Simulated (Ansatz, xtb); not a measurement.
**C5H3NOS: 5 structures ranked**

5 gas-phase structures of C5H3NOS, from a drawn sample of its isomers (lower ones may exist). Each was relaxed with GFN2-xTB:

A. `N#Cc1cc(S)co1`, a singlet
B. `N#Cc1ccc(S)o1`, a singlet
C. `N#Cc1ccoc1S`, a singlet
D. `N#Cc1cocc1S`, a singlet
E. `N#Cc1occc1S`, a singlet

Question: Make a reasoned guess at their ranking by r2SCAN-D4/def2-SVP single-point energy.

Answer: Calculated order at r2SCAN-D4/def2-SVP: C (0.0), E (0.3), B (3.4), D (3.6), A (14.2) kJ/mol. Less than 1 kcal/mol parts C and E; E and B; B and D, so the order within those pairs means little.

Energies above the lowest of each column, in kJ/mol; the last columns are at PBE-D3(BJ)/def2-SVP geometries:

```csv
structure,GFN2-xTB,HF/STO-3G,r2SCAN-D4/def2-SVP,PBE-D3(BJ)/def2-SVP,CCSD(T)/def2-SVP + ΔMP2/def2-TZVPP
C,0.0,0.0,0.0,1.0,0.0
E,2.1,14.9,0.3,0.0,4.4
B,2.6,8.3,3.4,3.9,8.6
D,1.8,14.5,3.6,3.0,2.3
A,9.3,22.7,14.2,11.4,9.9
```

Every level run on C puts it lowest or level with the lowest. CCSD(T)/def2-SVP + ΔMP2/def2-TZVPP orders those it was run on as C (0.0), D (2.3), E (4.4), B (8.6), A (9.9) kJ/mol. Less than 1 kcal/mol parts C and D; D and E; E and B; B and A, so the order within those pairs means little. Some further structures that were screened fall inside this span and aren't listed. Flexible structures stand in one conformer each, not always the lowest. ΔMP2 is the change of the MP2 energy from the smaller to the larger basis.

Over these structures GFN2-xTB departs from r2SCAN-D4/def2-SVP by 1.8 kJ/mol on average once a common shift is removed. A GFN2-xTB relaxation took about 0.12 s and the r2SCAN-D4/def2-SVP energy about 2.5 s on a shared host (Ansatz 0.2.0, xtb 6.7.1).
